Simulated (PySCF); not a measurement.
Isomers of C11H14O. Method: PySCF, PBE0-D3(BJ)/def2-SVP geometry optimisation, gas phase. One conformer each; no zero-point energy, no entropy. No frequencies were run at this level. Point groups hold within 0.08 Å.

Task: Rank from lowest to highest electronic energy at this level (kcal/mol).
A. `[CH3:1][CH2:2][CH2:3][CH2:4][C:5](=[O:6])[c:7]1[cH:8][cH:9][cH:10][cH:11][cH:12]1` with C1–C2–C3–C4 180°, C2–C3–C4–C5 179°, C3–C4–C5–O6 -1°, C4–C5–C7–C8 0°
B. `[CH:1]#[C:2][c:3]1[cH:4][cH:5][o:6][c:7]1[C@H:8]([CH3:9])[CH:10]([CH3:11])[CH3:12]` with O6–C7–C8–C9 -119°, C7–C8–C10–C11 -178°

Result: A (0.0), B (58.2).

As drawn, the lower has a C=O bond, which the higher lacks; the higher has a C≡C bond, which the lower lacks.

| SMILES | E (Eh) | E rel (kcal/mol) | dipole (D) | point group | A, B, C (MHz) |
| --- | --- | --- | --- | --- | --- |
| CCCCC(=O)c1ccccc1 | -501.90499 | 0.0 | 2.73 | – | 2849, 371.4, 331.3 |
| C#Cc1ccoc1[C@H](C)C(C)C | -501.81230 | 58.2 | 0.30 | C1 | 1227, 763.8, 618.8 |

Task: How do the relative energies change in single points at PBE0/pcSseg-1 (no added dispersion term) on the same geometries?

Result: 
```tsv
SMILES	PBE0-D3(BJ)/def2-SVP (kcal/mol)	PBE0/pcSseg-1 (kcal/mol)	shift
CCCCC(=O)c1ccccc1	0.0	0.0	0.0
C#Cc1ccoc1[C@H](C)C(C)C	58.2	58.4	+0.2
```

Each column counts from its own lowest isomer. The order is unchanged; the largest shift is 0.2 kcal/mol.
